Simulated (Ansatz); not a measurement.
These are B3LYP-D3(BJ)/def2-SVP in Ansatz (a first-principles code) values and carry that method's errors. No frequencies were computed at this level.

Ansatz 0.2 input:
```yaml
crystal:
  periodic: [false, false, false]
  atoms:
    - { symbol: Si, position_ang: [-2.536574, -1.509971, 0.010119] }
    - { symbol: C, position_ang: [-1.336088, -0.054158, 0.082105] }
    - { symbol: C, position_ang: [-1.828187, 1.219579, 0.246349] }
    - { symbol: C, position_ang: [-0.988742, 2.339873, 0.307284] }
    - { symbol: C, position_ang: [0.364658, 2.188662, 0.202768] }
    - { symbol: C, position_ang: [0.926983, 0.906743, 0.033065] }
    - { symbol: C, position_ang: [2.321812, 0.725784, -0.077253] }
    - { symbol: C, position_ang: [2.856709, -0.520041, -0.241414] }
    - { symbol: C, position_ang: [2.015131, -1.640853, -0.302257] }
    - { symbol: C, position_ang: [0.659987, -1.495037, -0.198185] }
    - { symbol: C, position_ang: [0.069983, -0.225392, -0.02794] }
    - { symbol: H, position_ang: [-2.266056, -2.448626, 1.103586] }
    - { symbol: H, position_ang: [-3.894805, -0.982886, 0.153839] }
    - { symbol: H, position_ang: [-2.422319, -2.202042, -1.277479] }
    - { symbol: H, position_ang: [-2.895254, 1.370981, 0.332085] }
    - { symbol: H, position_ang: [-1.422366, 3.321278, 0.43741] }
    - { symbol: H, position_ang: [1.023375, 3.044634, 0.248186] }
    - { symbol: H, position_ang: [2.960032, 1.597125, -0.028898] }
    - { symbol: H, position_ang: [3.92572, -0.651464, -0.325211] }
    - { symbol: H, position_ang: [2.448437, -2.622041, -0.432336] }
    - { symbol: H, position_ang: [0.017565, -2.362149, -0.245823] }
basis:
  gaussian: { orbitals: def2-svp }
hamiltonian:
  xc: b3lyp
  dispersion: d3bj
relax:
  max_steps: 150
```

Output:

```
Functional definition: B3LYP
2397 factors; integrals over basis functions are off by at most 5.3e-4 eV
mean field evaluation 1: about -18390.2224 eV, gradient 6.2e1 eV
mean field evaluation 2: about -18388.2870 eV, gradient 6.9e1 eV
mean field evaluation 4: about -18401.1324 eV, gradient 5.5e0 eV
mean field evaluation 8: about -18401.2727 eV, gradient 1.1e-1 eV
mean field evaluation 16: about -18401.2727 eV, gradient 4.1e-5 eV
mean field -18401.27270226 eV, -676.2342989776 hartree, gradient 4.1e-5 eV, S^2 0.000000; 0 other end points of the search recorded, 0 dependent functions left out
reference -18401.27302547 eV, -676.2343108551 hartree; 42, 42 occupied and 166, 166 virtual orbitals, 2397 factors
relax step   1: F+E_penalty+E_count = -18402.53719147 eV  Δ(F+E_penalty+E_count) = +0.000e0 eV  max|allowed force component| = 5.611e-1 eV/Å  Δτ_max = 0.0000 Å  (29 SCF iters, accepted)
these checks for a lower state are left out or cut short: starts, cluster_reference, orbital_swaps, neighbouring_geometries, increment
2397 factors; integrals over basis functions are off by at most 5.8e-4 eV
mean field -18401.36623849 eV, -676.2377363706 hartree, gradient 2.2e-5 eV, S^2 0.000000; 0 other end points of the search recorded, 0 dependent functions left out
reference -18401.36656361 eV, -676.2377483183 hartree; 42, 42 occupied and 166, 166 virtual orbitals, 2397 factors
relax step   2: F+E_penalty+E_count = -18402.62308619 eV  Δ(F+E_penalty+E_count) = -8.589e-2 eV  max|allowed force component| = 1.516e-1 eV/Å  Δτ_max = 0.0395 Å  (33 SCF iters, accepted)
these checks for a lower state are left out or cut short: starts, cluster_reference, orbital_swaps, neighbouring_geometries, increment
2397 factors; integrals over basis functions are off by at most 5.9e-4 eV
mean field evaluation 32: about -18401.3748 eV, gradient 2.3e-5 eV
mean field -18401.37478807 eV, -676.2380505617 hartree, gradient 2.3e-5 eV, S^2 0.000000; 0 other end points of the search recorded, 0 dependent functions left out
reference -18401.37511394 eV, -676.2380625373 hartree; 42, 42 occupied and 166, 166 virtual orbitals, 2397 factors
relax step   3: F+E_penalty+E_count = -18402.62930773 eV  Δ(F+E_penalty+E_count) = -6.222e-3 eV  max|allowed force component| = 2.824e-2 eV/Å  Δτ_max = 0.0132 Å  (33 SCF iters, accepted)
these checks for a lower state are left out or cut short: starts, cluster_reference, orbital_swaps, neighbouring_geometries, increment
2397 factors; integrals over basis functions are off by at most 5.9e-4 eV
mean field -18401.37492877 eV, -676.2380557323 hartree, gradient 5.0e-5 eV, S^2 0.000000; 0 other end points of the search recorded, 0 dependent functions left out
reference -18401.37525461 eV, -676.2380677067 hartree; 42, 42 occupied and 166, 166 virtual orbitals, 2397 factors
relax step   4: F+E_penalty+E_count = -18402.62937899 eV  Δ(F+E_penalty+E_count) = -7.127e-5 eV  max|allowed force component| = 1.297e-2 eV/Å  Δτ_max = 0.0031 Å  (23 SCF iters, accepted)
these checks for a lower state are left out or cut short: starts, cluster_reference, orbital_swaps, neighbouring_geometries, increment
2397 factors; integrals over basis functions are off by at most 5.9e-4 eV
mean field -18401.37492479 eV, -676.2380555860 hartree, gradient 5.2e-5 eV, S^2 0.000000; 0 other end points of the search recorded, 0 dependent functions left out
reference -18401.37525062 eV, -676.2380675602 hartree; 42, 42 occupied and 166, 166 virtual orbitals, 2397 factors
relax step   5: F+E_penalty+E_count = -18402.62938979 eV  Δ(F+E_penalty+E_count) = -1.080e-5 eV  max|allowed force component| = 1.272e-2 eV/Å  Δτ_max = 0.0013 Å  (23 SCF iters, accepted)
these checks for a lower state are left out or cut short: starts, cluster_reference, orbital_swaps, neighbouring_geometries, increment
2397 factors; integrals over basis functions are off by at most 5.9e-4 eV
mean field -18401.37489753 eV, -676.2380545844 hartree, gradient 2.4e-5 eV, S^2 0.000000; 0 other end points of the search recorded, 0 dependent functions left out
reference -18401.37522336 eV, -676.2380665583 hartree; 42, 42 occupied and 166, 166 virtual orbitals, 2397 factors
relax step   6: F+E_penalty+E_count = -18402.62939363 eV  Δ(F+E_penalty+E_count) = -3.833e-6 eV  max|allowed force component| = 1.934e-3 eV/Å  Δτ_max = 0.0010 Å  (22 SCF iters, accepted)
2397 factors; integrals over basis functions are off by at most 5.9e-4 eV
mean field -18401.37489753 eV, -676.2380545844 hartree, gradient 2.4e-5 eV, S^2 0.000000; 1 other end points of the search recorded, 0 dependent functions left out
reference -18401.37522336 eV, -676.2380665583 hartree; 42, 42 occupied and 166, 166 virtual orbitals, 2397 factors
Total energy: -18402.62971946 eV, -676.2841684396 hartree
Atom 0 at    -2.552124    -1.501056     0.012092 Å, force     0.000806    -0.000651    -0.000186 eV/Å
Atom 1 at    -1.348659    -0.054451     0.082873 Å, force     0.000963    -0.001438     0.000060 eV/Å
Atom 2 at    -1.851072     1.228427     0.248751 Å, force    -0.000064     0.001934     0.000051 eV/Å
Atom 3 at    -1.000175     2.359569     0.310065 Å, force    -0.000521     0.000008     0.000035 eV/Å
Atom 4 at     0.363270     2.203872     0.204444 Å, force    -0.000042    -0.001136    -0.000112 eV/Å
Atom 5 at     0.935825     0.913406     0.033184 Å, force    -0.000564     0.000563     0.000085 eV/Å
Atom 6 at     2.341766     0.732920    -0.077806 Å, force     0.000194    -0.000464    -0.000087 eV/Å
Atom 7 at     2.884759    -0.522960    -0.243547 Å, force    -0.000311     0.000242     0.000122 eV/Å
Atom 8 at     2.038597    -1.656588    -0.305430 Å, force     0.001165    -0.000133    -0.000192 eV/Å
Atom 9 at     0.670927    -1.511994    -0.200685 Å, force    -0.000922     0.000265     0.000099 eV/Å
Atom 10 at     0.072208    -0.232470    -0.028829 Å, force     0.000115     0.000677    -0.000013 eV/Å
Atom 11 at    -2.295715    -2.484769     1.105927 Å, force    -0.000253     0.000081    -0.000113 eV/Å
Atom 12 at    -3.933236    -0.959628     0.158817 Å, force    -0.000274    -0.000053    -0.000011 eV/Å
Atom 13 at    -2.452504    -2.237343    -1.283228 Å, force    -0.000346    -0.000073     0.000094 eV/Å
Atom 14 at    -2.930146     1.381961     0.335471 Å, force    -0.000129     0.000253     0.000095 eV/Å
Atom 15 at    -1.433370     3.353952     0.441497 Å, force    -0.000045     0.000027     0.000023 eV/Å
Atom 16 at     1.027476     3.070938     0.250665 Å, force     0.000319     0.000010    -0.000027 eV/Å
Atom 17 at     2.987479     1.613679    -0.028969 Å, force     0.000036     0.000045     0.000027 eV/Å
Atom 18 at     3.966810    -0.648044    -0.327532 Å, force    -0.000008     0.000081    -0.000004 eV/Å
Atom 19 at     2.472968    -2.650370    -0.436902 Å, force    -0.000277    -0.000115     0.000028 eV/Å
Atom 20 at     0.034917    -2.399052    -0.250857 Å, force     0.000159    -0.000123     0.000026 eV/Å
Dipole moment:     0.159025     0.135129     0.003557 e Å
```

Cost: very roughly 4 core-minutes.
